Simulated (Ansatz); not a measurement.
System: C3H9BS2, charge 0, multiplicity 1. 
Coordinates optimised at B3LYP-D3(BJ)/def2-TZVP (Ansatz, a first-principles code):
```
B
C 1 1.5821
H 2 1.0916 1 112.52
H 2 1.0917 3 108.28 1 124.93
H 2 1.0946 3 107.07 4 115.07
S 1 1.7966 2 112.96 3 -28.67
S 1 1.7968 2 112.93 3 151.90
C 6 1.8223 1 111.89 2 -177.46
H 8 1.0858 6 111.42 1 -62.08
H 8 1.0859 9 110.48 6 -124.59
H 8 1.0884 9 108.81 10 -119.38
C 7 1.8223 1 111.89 2 176.41
H 12 1.0858 7 111.49 1 -60.54
H 12 1.0859 13 110.48 10 -43.94
H 12 1.0884 13 108.80 14 -119.38
```

Total electronic energies in hartree. Correlated levels leave the core frozen unless marked. Spin-orbit coupling is left out. Non-relativistic unless marked X2C. CBS(X,Y): correlation extrapolated as X^-3; Hartree-Fock from the larger set. [CCSD(T)-MP2]/basis is that difference in the basis named.

```tsv
level	program	energy (Eh)
r2SCAN-D3(BJ)/def2-TZVPD	Ansatz + dftd3	(withheld)
HSE06/def2-TZVPD	Ansatz	(withheld)
LC-wPBE-D3(BJ)/def2-TZVPD	Ansatz + dftd3	-940.79935
wB97X/def2-TZVPD	Ansatz	(withheld)
MP2/aug-cc-pV(T+d)Z	Ansatz	-939.74408
SCS-MP2/cc-pV(D+d)Z	Ansatz	-939.45079
X2C-CCSD(T)/cc-pVTZ-DK	Ansatz	-942.04857
RI-MP2/CBS(aug-cc-pV(T+d)Z,aug-cc-pV(Q+d)Z)+[CCSD(T)-MP2]/aug-cc-pV(D+d)Z	Ansatz	-939.9743
CCSD(T)/CBS(cc-pV(T+d)Z,cc-pV(Q+d)Z)	Ansatz	-939.9675
```

### Question
Complete the blanks.

### Answer

- r2SCAN-D3(BJ)/def2-TZVPD, energy (Eh): -940.96756
- HSE06/def2-TZVPD, energy (Eh): -940.62361
- wB97X/def2-TZVPD, energy (Eh): -941.06750
